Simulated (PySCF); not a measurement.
Magnetic susceptibility: `C=C[Si@H](N=C)[NH2+]C`, [C4H11N2Si]+, charge +1

Molfile (atoms numbered from 1):
```
C4H11N2Si
     RDKit          3D

 18 17  0  0  0  0  0  0  0  0999 V2000
   -2.1383   -1.1275    0.1233 C   0  0  0  0  0  0  0  0  0  0  0  0
   -1.4406   -0.3333    0.9279 C   0  0  0  0  0  0  0  0  0  0  0  0
   -0.0756    0.8270    0.3740 Si  0  0  2  0  0  4  0  0  0  0  0  0
   -0.2540    1.1856   -1.2817 N   0  0  0  0  0  0  0  0  0  0  0  0
   -0.6414    2.1239   -2.0179 C   0  0  0  0  0  0  0  0  0  0  0  0
    1.4359   -0.3212    0.1151 N   0  0  0  0  0  0  0  0  0  0  0  0
    1.7866   -1.1410    1.2819 C   0  0  0  0  0  0  0  0  0  0  0  0
   -2.9157   -1.7726    0.5002 H   0  0  0  0  0  0  0  0  0  0  0  0
   -1.9698   -1.1649   -0.9407 H   0  0  0  0  0  0  0  0  0  0  0  0
   -1.6826   -0.3314    1.9837 H   0  0  0  0  0  0  0  0  0  0  0  0
    0.4332    1.7401    1.3870 H   0  0  0  0  0  0  0  0  0  0  0  0
   -0.8954    3.1221   -1.6668 H   0  0  0  0  0  0  0  0  0  0  0  0
   -0.7238    1.9464   -3.0863 H   0  0  0  0  0  0  0  0  0  0  0  0
    1.2184   -0.9322   -0.6742 H   0  0  0  0  0  0  0  0  0  0  0  0
    2.2490    0.2264   -0.1679 H   0  0  0  0  0  0  0  0  0  0  0  0
    2.6344   -1.7912    1.0726 H   0  0  0  0  0  0  0  0  0  0  0  0
    0.9317   -1.7533    1.5580 H   0  0  0  0  0  0  0  0  0  0  0  0
    2.0391   -0.4967    2.1203 H   0  0  0  0  0  0  0  0  0  0  0  0
  1  2  2  0
  2  3  1  0
  3  4  1  0
  4  5  2  0
  3  6  1  0
  6  7  1  0
  1  8  1  0
  1  9  1  0
  2 10  1  0
  3 11  1  1
  5 12  1  0
  5 13  1  0
  6 14  1  0
  6 15  1  0
  7 16  1  0
  7 17  1  0
  7 18  1  0
M  CHG  1   6   1
M  END
```

Computed, not measured: GIAO CAM-B3LYP/pcSseg-1 magnetisability, rotational g tensor and spin-rotation constants, non-relativistic, gas phase in PySCF. Geometry: GFN2-xTB.

For an ion the centre-of-mass motion in the field is neglected.

(1) How diamagnetic is it, and how anisotropic?

(2) Split it along the inertial axes a, b, c into diamagnetic and paramagnetic parts about the centre of mass, with the quadrupole moment.

(3) And the rotational g tensor?

Answers

(1) Isotropic -1013 × 10⁻³⁰ J/T², or -61.0 × 10⁻⁶ cm³/mol; principal values -1126, -987, -925 × 10⁻³⁰ J/T², anisotropy 179 × 10⁻³⁰ J/T² (root of half the summed squared differences of the principal values). The susceptibility is in cgs units.

(2) 
```
axis  χ (10⁻⁶ cm³/mol)  diamagnetic (10⁻⁶ cm³/mol)  paramagnetic (10⁻⁶ cm³/mol)  summed x² of all electrons (Å²)  quadrupole Θ (D Å)
   a             -61.5                      -598.5                        537.1                            162.7              +12.76
   b             -62.7                      -837.0                        774.4                            106.5               -0.61
   c             -58.8                     -1142.1                       1083.3                             34.6              -12.14
```
Anisotropies 2χaa − χbb − χcc = -1.4 and 2χbb − χaa − χcc = -5.1 × 10⁻⁶ cm³/mol. Θ is traceless in Buckingham's convention.

(3) 
```csv
axis,rotational constant (GHz),g,nuclear part,electronic part
a,2.4645,-0.0116,0.6102,-0.6218
b,1.6733,-0.0007,0.6080,-0.6087
c,1.1693,+0.0011,0.5962,-0.5951
```
Asymmetric top; isotopes 12C, 1H, 14N, 28Si; no vibrational averaging.
